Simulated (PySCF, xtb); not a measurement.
NbF₆, SMILES [F][Nb-]([F])([F])([F])([F])[F], charge -1, multiplicity 1.

GFN2-xTB run with xtb at its own geometry gives an orbital gap of 4.71 eV.

Geometry optimised at ωB97X-D3(BJ)/def2-SVPD. The multiplicity is an assumed one; other spin states were not compared. The isomer is the one that the SMILES or the coordinates give; other isomers of the formula were not compared. The def2 effective core potentials stand for the cores of Nb; spin–orbit coupling is left out.

What does PySCF with PBE0/def2-SVPD give? (The exact figures need the calculation; the answer reports its results.)

gap 8.52 eV (levels -6.53 and 1.99 eV).
